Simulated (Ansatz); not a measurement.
The same path of F2GeH2 (5 atoms, charge 0, multiplicity 1) was run twice with different band settings. Lost on the way: Ge1–H3. Made: F2–H3.

Method: RKS B3LYP-D4/def2-SVP (Ansatz).

Relaxed end points:

```xyz
5
Properties=species:S:1:pos:R:3
Ge 0.294 -0.057 0.112
F 0.328 -0.012 1.847
H 1.737 0.064 -0.390
F -0.559 1.378 -0.368
H -0.546 -1.267 -0.313
```

```xyz
5
Properties=species:S:1:pos:R:3
Ge 0.386 -0.640 -0.802
F 1.123 0.003 1.296
H 0.705 0.797 0.948
F -0.005 1.132 -0.458
H -0.955 -1.185 -0.095
```

Common settings: movable images 5; climbing image yes; optimiser quadratic models (default); start path through a guess of the saddle point; force threshold 0.05 eV/Å; iteration limit 60; end points relaxed.

| run | spring |
| --- | --- |
| 1 | 5.0 eV/Å² |
| 2 | 0.5 eV/Å² |

Task: What does each run give, and how far can it be trusted?

Result: Run 1: converged after 12 iterations, highest image 2.575 eV above the first end. Neighbouring images differ by up to 1.7 eV, so the band resolves the path poorly. A vibrational analysis at the climbing image gives one clearly imaginary mode, 1302i cm⁻¹: a first-order saddle point.
Run 2: converged after 13 iterations, highest image 2.575 eV above the first end. Neighbouring images differ by up to 1.7 eV, so the band resolves the path poorly. Another band between the same ends (5 images) ends at a top of the same energy, where a vibrational analysis finds 1 clearly imaginary mode.
The orbitals stay closed-shell, which can raise the energy where a bond breaks towards radicals; this wasn't checked here.
